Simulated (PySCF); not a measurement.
Cl3Sc, SMILES [Sc+]([Cl])([Cl])[Cl] (connectivity only; charge and spin as stated), charge +1, multiplicity 2.

The structure is a stationary point at B3LYP-D3(BJ)/def2-SVP. The spin state was assumed, not searched.

Two levels are set side by side: PBE/def2-TZVPD (PySCF) and PBE0/def2-TZVPD (PySCF). Same geometry, gas phase. Differences are taken from unrounded values.

```
quantity                     PBE0
---------------------------  ----
α-spin orbital gap (eV)      6.18
β-spin orbital gap (eV)      3.10
mean polarisability (bohr³)  75.5
```

Task: What does PBE give, and how far is it from PBE0? (The exact figures need the calculation; the answer reports its results.)

Result: 
```csv
quantity,PBE,PBE minus PBE0
α-spin orbital gap (eV),3.80,-2.38
β-spin orbital gap (eV),0.92,-2.18
mean polarisability (bohr³),76.5,1.0
```

Rough cost on one machine, each run with all the roots and properties that it gave: PBE0 against PBE within a factor of 2.
